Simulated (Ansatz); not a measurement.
`P[SeH]` + H₂S → `PS` + H₂Se at 500 K and 1 bar (ligand exchange at a P–Se bond).

Gas-phase electronic energies from Ansatz, PBE0-D4/def2-TZVP geometries. CCSD(T)/CBS adds triple-zeta CCSD(T) − MP2 to the extrapolated MP2 energy (def2 sets, frozen cores). This one scheme is used for every species. For Se outer-core shells are correlated without core-valence functions, which leaves a few kJ/mol of doubt a bond. Scalar relativity is left out up to krypton.

```csv
species,CCSD(T)/CBS energy (Eh),H − E (kJ/mol),S (J/(mol·K))
`P[SeH]`,-2743.44381,93.6,313.2
H₂S,-398.97279,57.0,224.0
`PS`,-740.51379,96.2,298.4
H₂Se,-2401.89790,53.1,237.8
```

H − E and S are ideal-gas, rigid-rotor, harmonic terms from PBE0-D4/def2-TZVP. 1 Eh = 2625.50 kJ/mol, R = 8.31446 J/(mol·K).

By hand: ΔE, ΔH, ΔS and ΔG.

ΔE = (-740.51379) + (-2401.89790) − (-2743.44381) − (-398.97279) = 0.00491 Eh = 12.9 kJ/mol. Δ(H − E) = 96.2 + 53.1 − 93.6 − 57.0 = -1.3, so ΔH = 11.6 kJ/mol. ΔS = 298.4 + 237.8 − 313.2 − 224.0 = -1.0 J/(mol·K). ΔG = 11.6 − 500 × (-1.0)/1000 = 12.1 kJ/mol.

By hand: the equilibrium constant, and the temperature at which ΔG would vanish if ΔH and ΔS stayed fixed.

log₁₀ K = −ΔG/(RT ln 10) = -1.3. ΔH and −TΔS have one sign here, so there is no such temperature. One of them is within its doubt of zero, so this could turn.

The number of gas molecules stays the same, so ΔS is small and ΔH decides. A doubt of 5 kJ/mol in ΔE shifts log₁₀ K by 0.5 here. These are equilibria of isolated gas molecules and say nothing of rates. Largest T1 diagnostic: 0.012 (customary marks: 0.02 for closed shells, 0.045 for open ones).
